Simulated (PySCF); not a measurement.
Consider `[GeH3][Br]` (BrGeH3). Non-hydrogen atoms are numbered in `[GeH3:1][Br:2]`.

These are calculated values, ωB97X-D3(BJ)/ma-def2-TZVP in PySCF (grid level 2) at geometries from PBE0-D3(BJ)/def2-SVP. ωB97X-D3(BJ) is ωB97X-V with D3(BJ) in place of VV10. Thermal corrections: PBE0-D3(BJ)/def2-SVP frequencies, unscaled, ideal gas at 298.15 K and 1 bar, quasi-RRHO entropy.

Question: What are the vertical and the adiabatic ionisation energy for forming the radical cation?

Answer: 10.82 eV vertical and 10.53 eV adiabatic, the latter with zero-point energy.

Question: Where does the unpaired spin of the relaxed radical cation sit?

Answer: Br2 (bromine) 0.97 (intrinsic atomic orbital populations).

Question: What oxidation potential follows in THF (IEF-PCM), given that Fc+/Fc comes at 4.74 V absolute with this functional and basis?

Answer: In the gas phase ΔG of oxidation is 10.469 eV, and solvation is -5.7 kJ/mol for the parent and -215.4 kJ/mol for the product, so the absolute potential is 8.29 V, or 3.55 V against Fc+/Fc. Fc+/Fc in THF, 4.74 V, is ωB97X-D3(BJ)/ma-def2-TZVP on PBE0-D3(BJ)/def2-SVP structures with GFN2-xTB thermal terms. Benchmark calculations put it near 5.0 V in acetonitrile and DMSO, so it is about 0.3 V low, and the value against it can read up to that much too high. The solvent is electrostatics only, on gas-phase structures; the absolute scale refers to an electron at rest in vacuum.

Question: How far is −ε(HOMO) from the vertical value by ΔSCF?

Answer: −ε(HOMO) = 10.71 eV, which is 0.12 eV below the ΔSCF value.

Known limits: spin-orbit coupling is left out of the energies, which matters for open shells on the heavier atoms; atoms from Ga to Kr are treated without relativity.

Differences come from unrounded values, so a last digit can differ from that of the printed terms.
